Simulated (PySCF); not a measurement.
B3LYP has the VWN-RPA correlation part, as in Gaussian. 

```xyz
14

Ti     0.1122    -0.0299     0.0125
F      0.7680    -1.1339    -1.1812
C     -1.8794    -0.4293     0.3902
H     -2.2132     0.2263     1.2262
H     -2.0298    -1.4930     0.6778
H     -2.4920    -0.2071    -0.5119
C      1.1434    -0.1947     1.7939
H      0.9669    -1.1980     2.2420
H      0.7721     0.5878     2.4934
H      2.2352    -0.0558     1.6341
C      0.2491     1.9302    -0.6258
H      1.3149     2.2479    -0.6643
H     -0.2957     2.5723     0.1029
H     -0.2038     2.0566    -1.6337
```

Charge 0, multiplicity 1.

Question: Give the Mulliken and meta-Löwdin atomic charges from PySCF with B3LYP-D3(BJ)/def2-TZVP // BP86-D3(BJ)/def2-SVP.

Answer: 
```
atom  Mulliken (e)  meta-Löwdin (e)
----  ------------  ---------------
Ti1           1.29             1.39
F2           -0.47            -0.46
C3           -0.67            -0.67
H4            0.13             0.12
H5            0.13             0.12
H6            0.13             0.12
C7           -0.67            -0.67
H8            0.13             0.12
H9            0.13             0.12
H10           0.13             0.12
C11          -0.67            -0.67
H12           0.13             0.12
H13           0.13             0.12
H14           0.13             0.12
```
